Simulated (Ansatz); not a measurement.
Program: Ansatz. Geometries: PBE0-D4/def2-TZVP. ΔE: electronic, gas phase. CBS: MP2 limit from def2 TZ/QZ plus the TZ coupled-cluster correction, frozen cores. This one scheme is used for every species. For Br outer-core shells are correlated without core-valence functions, which leaves a few kJ/mol of doubt a bond. Scalar relativity is left out up to krypton.

Reaction (hydrogenolysis of a C–Br bond): `[SiH3][Si@H]1O[C@@H]1Br` + H₂ → `[SiH3][SiH]1CO1` + HBr

`[SiH3][Si@H]1O[C@@H]1Br`:

Cartesian coordinates in Å:
```
Si -1.833 0.299 -0.457
Si 0.164 -0.030 0.699
O 1.062 -1.386 0.230
C 1.766 -0.212 -0.139
Br 3.427 0.066 0.813
H -2.864 -0.655 0.029
H -2.303 1.689 -0.222
H -1.580 0.082 -1.903
H 0.195 0.266 2.150
H 1.966 -0.119 -1.201
```

H₂:

Cartesian coordinates in Å:
```
H -0.332 -0.154 -0.071
H 0.332 0.154 0.071
```

`[SiH3][SiH]1CO1`:

Cartesian coordinates in Å:
```
Si 0.251 -0.115 -1.787
Si -0.502 -0.476 0.388
C -0.008 0.602 1.761
O 0.679 -0.673 1.558
H 0.733 -1.385 -2.393
H -0.865 0.416 -2.614
H 1.359 0.873 -1.751
H -1.699 -1.342 0.544
H 0.636 1.466 1.612
H -0.585 0.635 2.683
```

HBr:

Z-matrix (Å, degrees):
```
Br
H 1 1.420
```

| species | MP2/def2-QZVPP energy (Eh) |
| --- | --- |
| `[SiH3][Si@H]1O[C@@H]1Br` | -3267.31647 |
| H₂ | -1.16658 |
| `[SiH3][SiH]1CO1` | -694.84732 |
| HBr | -2573.65765 |

Problem. Work out ΔE.

Solution. ΔE = (-694.84732) + (-2573.65765) − (-3267.31647) − (-1.16658) = -0.02192 Eh = -0.60 eV. CCSD(T)/CBS gives -0.66 eV.

Largest T1 diagnostic among the species: 0.015.

The D4 term adds +0.09 eV with B3LYP and +0.05 eV with PBE0; it sums over pairs of atoms, weighted by their polarisabilities, and B3LYP, whose exchange is more repulsive, gets the larger term. From BLYP to BHLYP (50 % exact exchange), in def2-TZVPP and without D4, ΔE moves by −0.16 eV.

B3LYP here is the variant with VWN-RPA as its local correlation; programs differ in this.
